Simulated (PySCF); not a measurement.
**Radial density of Sr (strontium, neutral)**

UHF, [Kr] 5s2, closed-shell 1S. Computed with PySCF 2.14 in aug-cc-pwCVTZ-X2C with one added diffuse shell each of s, p, d, f type (11s10p8d4f, 109 functions), with scalar relativity by spin-free X2C-1e.

```json
{"r (bohr)": "0.0430", "4πr²ρ (e/bohr)": "42.07"}
{"r (bohr)": "0.0723", "4πr²ρ (e/bohr)": "42.94"}
{"r (bohr)": "0.122", "4πr²ρ (e/bohr)": "57.64"}
{"r (bohr)": "0.204", "4πr²ρ (e/bohr)": "37.96"}
{"r (bohr)": "0.344", "4πr²ρ (e/bohr)": "39.65"}
{"r (bohr)": "0.579", "4πr²ρ (e/bohr)": "27.29"}
{"r (bohr)": "0.973", "4πr²ρ (e/bohr)": "7.961"}
{"r (bohr)": "1.64", "4πr²ρ (e/bohr)": "5.280"}
{"r (bohr)": "2.75", "4πr²ρ (e/bohr)": "0.9714"}
{"r (bohr)": "4.63", "4πr²ρ (e/bohr)": "0.4774"}
{"r (bohr)": "7.79", "4πr²ρ (e/bohr)": "0.07555"}
{"r (bohr)": "13.1", "4πr²ρ (e/bohr)": "0.0007979"}
```

Densities and radii are taken from the X2C orbitals without a picture-change correction, which distorts them close to the nucleus.
